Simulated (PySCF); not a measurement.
# NaCa⁻ at MN15

Level: MN15. PySCF, no relativity, basis sets Na aug-pcseg-1, Ca aug-pcseg-1.

For NaCa⁻, the state is ¹Σ⁺ (singlet), closed shell, the bond length is 4.019 Å and the harmonic wavenumber is 67.7 cm⁻¹. The force constant is 0.0394 mdyn/Å, the rotational constant Be is 0.07151 cm⁻¹ and the anharmonicity ωexe is 1.19 cm⁻¹. The vibration–rotation constant αe is 0.00144 cm⁻¹, the well depth De to Na⁻ + Ca is 0.29 eV and the dissociation energy D0 is 0.29 eV. The HOMO–LUMO gap is 1.79 eV. The bond order (Mayer) is 0.90 and the dipole moment (positive dipole points towards Ca; it is taken about the centre of mass and depends on that origin) is 5.13 D.

Closed-shell solutions of metal pairs were not tested for spin polarisation, which can lower them a little. The bond is weak. Basis-set superposition, not corrected here, can be much of De in a small basis, most of all at correlated wavefunction levels. For an ion De counts to the pair picked by the measured ionisation energies or electron affinities, which need not be the lowest pair at this level.
